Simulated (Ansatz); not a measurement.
Computed with Ansatz on PBE0-D4/def2-TZVP structures; ΔE is electronic, products minus reactants. CBS: MP2 limit from def2 TZ/QZ plus the TZ coupled-cluster correction, frozen cores. This one scheme is used for every species. Functionals use def2-TZVPP. B3LYP here is the variant with VWN-RPA as its local correlation; programs differ in this. One conformer a species, not always the lowest.

`C[SiH2][SiH]([AlH2])Cl` + `C[SiH2]C` → `C[SiH2][CH2][AlH2]` + `C[SiH2][SiH2]Cl`  (formal exchange of groups at the Al–Si bond)

`C[SiH2][SiH]([AlH2])Cl`:

Cartesian coordinates in Å:
```
C -1.253 -1.275 1.129
Si 0.449 -0.491 1.240
Si 1.168 0.175 -0.891
Al -0.248 1.918 -1.881
Cl 3.145 0.817 -0.748
H -1.603 -1.572 2.121
H -1.230 -2.166 0.497
H -1.981 -0.579 0.707
H 1.435 -1.443 1.822
H 0.405 0.714 2.116
H 1.177 -1.041 -1.761
H 0.341 3.317 -2.337
H -1.806 1.625 -2.013
```

`C[SiH2]C`:

Z-matrix (Å, degrees):
```
C
Si 1 1.872
H 1 1.093 2 110.9
H 1 1.092 2 111.0 3 120.0
H 1 1.093 2 110.9 3 -120.0
C 2 1.872 1 111.5 3 60.0
H 2 1.491 1 109.5 3 -178.7
H 2 1.491 1 109.5 3 -61.3
H 6 1.092 2 111.0 1 -180.0
H 6 1.093 2 110.9 1 -60.0
H 6 1.093 2 110.9 1 60.0
```

`C[SiH2][CH2][AlH2]`:

```xyz
13

C     1.630    0.913   -0.336
Si   -0.220    0.903   -0.622
C    -1.098   -0.068    0.714
Al   -0.831   -1.985    0.521
H     1.871    1.398    0.613
H     2.032   -0.103   -0.304
H     2.145    1.455   -1.132
H    -0.500    0.276   -1.951
H    -0.720    2.306   -0.699
H    -0.717    0.283    1.680
H    -2.169    0.158    0.668
H    -1.980   -2.896   -0.088
H     0.557   -2.639    0.937
```

`C[SiH2][SiH2]Cl`:

Z-matrix (Å, degrees):
```
C
Si 1 1.873
H 1 1.092 2 110.9
H 1 1.092 2 110.3 3 -119.8
H 1 1.092 2 110.7 3 120.2
Si 2 2.339 1 110.4 3 62.3
H 2 1.491 1 111.2 3 -57.9
H 2 1.489 1 110.9 3 -178.1
Cl 6 2.071 2 107.9 1 53.6
H 6 1.485 2 113.2 1 172.5
H 6 1.487 2 112.4 1 -64.1
```

| level | ΔE (kcal/mol) | difference from CCSD(T)/CBS |
| --- | --- | --- |
| PBE-D4 | 1.6 | 2.9 |
| r2SCAN-D4 | -0.6 | 0.7 |
| PBE0-D4 | 0.9 | 2.2 |
| B3LYP-D4 | -0.6 | 0.7 |
| ωB97X-V | -1.2 | 0.1 |
| ωB97M-V | -2.6 | -1.3 |
| B2PLYP | -1.3 | 0.0 |
| PBE | 1.9 | 3.2 |
| r2SCAN | -0.6 | 0.7 |
| PBE0 | 1.0 | 2.3 |
| B3LYP | -0.3 | 1.0 |
| HF/def2-TZVPP | -1.7 | -0.4 |
| MP2/def2-TZVPP | -2.9 | -1.6 |
| SCS-MP2/def2-TZVPP | -2.6 | -1.3 |
| CCSD/def2-TZVPP | -1.3 | 0.0 |
| CCSD(T)/def2-TZVPP | -1.2 | 0.1 |
| HF/def2-QZVPP | -1.9 | -0.6 |
| MP2/def2-QZVPP | -3.0 | -1.7 |
| SCS-MP2/def2-QZVPP | -2.7 | -1.4 |
| HF/CBS(def2) | -1.9 | -0.6 |
| MP2/CBS(def2) | -2.9 | -1.6 |
| CCSD/CBS(def2) | -1.4 | -0.1 |
| CCSD(T)/CBS | -1.3 | 0 |

Largest T1 diagnostic among the species: 0.011.

From PBE to PBE0 (25 % exact exchange), in def2-TZVPP and without D4, ΔE moves by −0.8 kcal/mol.
